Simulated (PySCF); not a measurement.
Stepwise substitution at one centre (Al SiH3-SH). Gas-phase values, no solvent. One relaxed conformer stands for each flexible species; it need not be the lowest. Strings in code marks are SMILES.

The HOMO from two functionals at the same geometries (PBE0-D3(BJ)/def2-TZVP), both in PySCF: PBE-D3(BJ)/def2-TZVP and M06-2X/def2-TZVP. 

```csv
species,PBE-D3(BJ)/def2-TZVP (eV),M06-2X/def2-TZVP (eV)
0 of 3 SiH3 replaced by SH,-6.31,-8.18
1 of 3 SiH3 replaced by SH (`[SH][Al]([SiH3])[SiH3]` (Si–Al–S–H torsion 0°)),-6.35,-8.27
"2 of 3 SiH3 replaced by SH (`[SiH3][Al]([SH])[SH]` (S–Al–S–H torsion -179°, S–Al–S–H torsion -1°))",-6.45,-8.75
3 of 3 SiH3 replaced by SH (`[SH][Al]([SH])[SH]`),-6.52,-8.88
```

Over these rows, drawn at random from the members with no instability flagged (it was tested for open shells, ions and some series alone), PBE minus M06-2X: mean +2.11 eV, from +1.87 eV to +2.37 eV.
